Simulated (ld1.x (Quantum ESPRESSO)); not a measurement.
## An all-electron radial function and its pseudo partner (helium)

Columns: radius, all-electron u(r) and pseudo u(r) of the 1s shell (level -52.28 eV) of helium in the configuration 1s0.5; PBE, non-relativistic, PAW scheme, ld1.x (Quantum ESPRESSO) 7.5.

```csv
r (bohr),all-electron,pseudo
0.030,0.1664,0.1224
0.060,0.3130,0.2427
0.090,0.4416,0.3589
0.120,0.5537,0.4690
0.150,0.6507,0.5715
0.180,0.7342,0.6650
0.210,0.8053,0.7485
0.240,0.8652,0.8215
0.270,0.9150,0.8835
0.300,0.9556,0.9348
0.330,0.9881,0.9758
0.360,1.0132,1.0071
0.390,1.0317,1.0296
0.420,1.0443,1.0444
0.450,1.0517,1.0526
0.480,1.0544,1.0553
0.510,1.0529,1.0535
0.540,1.0479,1.0481
0.570,1.0396,1.0397
0.600,1.0286,1.0286
0.630,1.0152,1.0152
0.660,0.9997,0.9997
0.690,0.9824,0.9824
0.720,0.9636,0.9636
0.750,0.9436,0.9436
0.780,0.9225,0.9225
```

(1) How many radial nodes do the two functions have?

(2) At about which radius was the pseudo-wave matched?

(3) Is the pseudo-wave norm-conserving?

## Answers

(1) The all-electron 1s function has n − l − 1 = 0; the pseudo-wave has 0.

(2) 0.60 bohr. The columns agree to 0.0005 from 0.54 bohr on; several derivatives are matched, so the curves merge somewhat inside the radius.

(3) No, it belongs to a PAW set: the norm inside the radius is not constrained, and the difference is carried by the augmentation charge.
